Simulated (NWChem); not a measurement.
Molecule: AlN₂H₄Br; SMILES [NH2][Al]([Br])[NH2]

```xyz
8

Al     0.0000     0.0000    -0.9572
Br     0.0000     0.0000     1.3062
N      0.0000     1.5558    -1.7900
H      0.0000     1.6942    -2.7936
H      0.0000     2.4500    -1.3135
N      0.0000    -1.5558    -1.7900
H      0.0000    -1.6942    -2.7936
H      0.0000    -2.4500    -1.3135
```
Atoms are numbered in this order, from 1.

Computed with NWChem. Pople sets run with spherical d functions. Coordinates come from a PBE0/def2-SVP optimisation.

Q: Taking PBE0/6-311G** as the yardstick, which of these has the fewest basis functions while keeping “highest occupied level (eV)” within 0.1 eV of it: PBE0/3-21G; PBE0/STO-3G; PBE0/6-31G*?

A: none of them.
```
level          basis functions  highest occupied level (eV)
-------------  ---------------  ---------------------------
PBE0/STO-3G                 41                        -3.36
PBE0/3-21G                  61                        -6.51
PBE0/6-31G*                 86                        -6.96
PBE0/6-311G**              130                        -7.12
```

The yardstick is one finite set, not the basis-set limit.
